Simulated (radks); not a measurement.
Coherent X-ray form factor from a spherical all-electron density. Calculated with a radial shooting solver on a logarithmic mesh with Libxc functionals: scalar-relativistic Kohn-Sham, PBE, spin-polarised, spherical densities, finite nucleus; Fermi nuclear charge, rms radius of each element as measured or else 0.836 A^(1/3) + 0.57 fm.

sin(theta)/lambda (1/angstrom),f0 (electrons)
0.05,45.464
0.1,43.948
0.15,41.692
0.2,39.002
0.25,36.160
0.3,33.385
0.4,28.514
0.5,24.782
0.6,22.047
0.8,18.385
1,15.675
1.25,12.655
1.5,10.087
2,6.861

The species is in the configuration that NIST lists as its ground one. Which atom or ion scatters so?

Answer. The cadmium ion Cd2+, [Kr] 4d10. Extrapolating in s^2 from the first two rows gives f0(0) = 46.0, near the electron count 46; among species with that count, the fall with angle is slower the higher Z, and the table is that of Z = 48; from so few rows the species is fixed only to a neighbour or two.
